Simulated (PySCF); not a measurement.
Can point charges reproduce the dipole moment of `C#CC1=CC(Cl)=PC=C1`?

Coordinates (GFN2-xTB, Å) and charges (e) from the PBE0/pcSseg-1 density (PySCF):

| atom | x | y | z | Mulliken | IAO | Hirshfeld | ESP-fitted |
| --- | --- | --- | --- | --- | --- | --- | --- |
| C1 | 3.009 | 0.759 | -0.047 | -0.3498 | -0.2165 | -0.0934 | -0.3008 |
| C2 | 1.848 | 0.449 | -0.028 | +0.4599 | -0.0268 | -0.0390 | -0.2362 |
| C3 | 0.482 | 0.082 | -0.006 | -0.3959 | -0.0018 | +0.0171 | +0.6731 |
| C4 | 0.143 | -1.271 | 0.077 | +0.0423 | -0.1250 | -0.0337 | -0.6172 |
| C5 | -1.155 | -1.722 | 0.103 | -0.3873 | -0.3707 | -0.0983 | +0.1281 |
| P6 | -2.590 | -0.747 | 0.040 | +0.5706 | +0.3943 | +0.0987 | -0.1522 |
| C7 | -1.834 | 0.824 | -0.054 | -0.4626 | -0.2271 | -0.0388 | +0.1994 |
| Cl8 | -2.926 | 2.173 | -0.138 | -0.0527 | -0.0187 | -0.0305 | -0.0817 |
| C9 | -0.484 | 1.088 | -0.067 | +0.1629 | -0.1348 | -0.0455 | -0.4956 |
| H10 | 4.022 | 1.030 | -0.064 | +0.0514 | +0.2081 | +0.0977 | +0.2873 |
| H11 | 0.951 | -1.990 | 0.122 | +0.1010 | +0.1681 | +0.0576 | +0.2528 |
| H12 | -1.321 | -2.790 | 0.170 | +0.1413 | +0.1728 | +0.0527 | +0.1186 |
| H13 | -0.151 | 2.116 | -0.126 | +0.1190 | +0.1781 | +0.0554 | +0.2245 |

Problem. Compute μ = Σ q r for each scheme (1 e·Å = 4.803 D) and compare with the dipole of the full density.

Solution. The full density gives (2.20, -0.98, 0.06) D, 2.41 D in size; dipole vectors point from the negative to the positive end.

| scheme | μx | μy | μz | size (D) | share of the full size (%) | angle to the full dipole (°) |
| --- | --- | --- | --- | --- | --- | --- |
| Mulliken | -1.90 | -2.46 | 0.15 | 3.12 | 129 | 104 |
| IAO | -0.17 | -1.31 | 0.08 | 1.33 | 55 | 73 |
| Hirshfeld | 0.29 | -0.67 | 0.04 | 0.73 | 30 | 43 |
| ESP-fitted | 2.21 | -1.04 | 0.07 | 2.44 | 101 | 1 |

Problem. Which set comes closest?

Solution. Length of the difference vector: ESP-fitted 0.07 D, Hirshfeld 1.93 D, IAO 2.39 D, Mulliken 4.36 D. Closest: ESP-fitted. 

Problem. What is left for the Hirshfeld atoms' own dipoles?

Solution. The shares of the density sum to the whole, so what Σ q r misses lies in dipoles about the nuclei. The atomic dipoles sum to (2.20, -0.98, 0.06) − (0.29, -0.67, 0.04) = (1.91, -0.31, 0.02) D, 1.93 D in size.

Problem. With the origin at the mean of the coordinates, (0.000, 0.000, -0.001) Å, which are the largest single terms, by size, of the Mulliken dipole along the direction of the full one?

Solution. P6 -5.65, C7 +4.47, C1 -4.10, C2 +3.33, Cl8 +0.90 D; all 13 atoms together -0.73 D. The single terms depend on the origin, their sum doesn't.

Problem. Give the size of the full dipole in other units.

Solution. 2.41 D = 0.948 au = 0.501 e·Å = 8.03 × 10⁻³⁰ C·m.

Geometry: GFN2-xTB; no solvent, vibrations or thermal averaging.
